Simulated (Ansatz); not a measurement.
`[NH2][AlH][SiH2]O` + H₂ → `[NH2][AlH][SiH3]` + H₂O  (hydrogenolysis of the Si–O bond)

Computed with Ansatz on PBE0-D4/def2-TZVP structures; ΔE is electronic, products minus reactants. CCSD(T)/CBS adds triple-zeta CCSD(T) − MP2 to the extrapolated MP2 energy (def2 sets, frozen cores). This one scheme is used for every species. DFT in def2-TZVPP. HSE06 is defined as in plane-wave codes. One conformer a species, not always the lowest.

```json
{"level": "BHLYP-D4", "ΔE (eV)": "0.51"}
{"level": "ωB97X-V", "ΔE (eV)": "0.49"}
{"level": "revPBE", "ΔE (eV)": "0.40"}
{"level": "HSE06", "ΔE (eV)": "0.40"}
{"level": "BHLYP", "ΔE (eV)": "0.47"}
{"level": "CCSD/def2-TZVPP", "ΔE (eV)": "0.44"}
{"level": "HF/def2-QZVPP", "ΔE (eV)": "0.44"}
{"level": "MP2/CBS(def2)", "ΔE (eV)": "0.55"}
```

**Question.** What does CCSD(T)/CBS give? (Estimate.)

**Answer.** The calculation gave: +0.47 eV. The listed levels differ from it by 0.04, 0.02, -0.07, -0.07, 0.00, -0.03, -0.03, 0.08 eV.

**Question.** What do rigid-rotor, harmonic-oscillator terms from PBE0-D4/def2-TZVP frequencies (298.15 K, 1 bar) make of the CCSD(T)/CBS value? (Best estimate.)

**Answer.** The calculation gave: ΔZPE = +0.12 eV, ΔH = +0.58 eV, ΔS = 29 J/(mol·K), ΔG = +0.49 eV.

Largest T1 diagnostic among the species: 0.013.

At CCSD(T), def2-SVP lies −0.18 eV from the extrapolated value and def2-TZVPP −0.02 eV. The D4 term adds +0.05 eV with B3LYP and +0.03 eV with PBE0; it sums over pairs of atoms, weighted by their polarisabilities, and B3LYP, whose exchange is more repulsive, gets the larger term. Leaving LDA and LC-ωPBE aside and taking each functional with its dispersion term where it has one, the values, not all of them listed here, spread over 0.12 eV, from HSE06-D4 to BLYP-D4.

B3LYP here is the variant with VWN-RPA as its local correlation; programs differ in this.
